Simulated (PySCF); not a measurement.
**Zr⁺ (zirconium, charge +1) across methods**

[Kr] 4d2 5s1, high-spin 4F determinant. Computed with PySCF 2.14 in x2c-TZVPPall with one added diffuse shell each of s, p, d, f type (9s7p7d3f1g, 95 functions), with the spin-free X2C one-electron Hamiltonian (Gaussian nucleus).

| method | E (hartree) | mean ε 4p β (eV) | mean ε 4d α (eV) | mean ε 5s α (eV) | Σ⟨r²⟩ (bohr²) | ⟨S²⟩ |
| --- | --- | --- | --- | --- | --- | --- |
| PBE | -3597.60 | -38.342 | -11.005 | -10.460 | 44.81 | 3.751 |
| BHandHLYP | -3598.00 | -42.473 | -13.281 | -11.492 | 44.78 | 3.752 |
| CAM-B3LYP | -3598.19 | -41.933 | -13.414 | -12.025 | 44.70 | 3.751 |
| PBE0 | -3597.68 | -40.494 | -12.263 | -11.052 | 44.71 | 3.751 |
| LDA | -3593.53 | -38.559 | -10.926 | -10.711 | 44.70 | 3.750 |
| r2SCAN | -3597.99 | -39.109 | -11.338 | -10.576 | 44.73 | 3.752 |
| wB97X | -3598.06 | -42.992 | -14.329 | -12.471 | 44.76 | 3.751 |
| r2SCAN0 | -3597.98 | -41.006 | -12.487 | -11.174 | 44.66 | 3.753 |
| UHF | -3595.99449 | -45.758 | -15.473 | -12.436 | 45.39 | 3.755 |
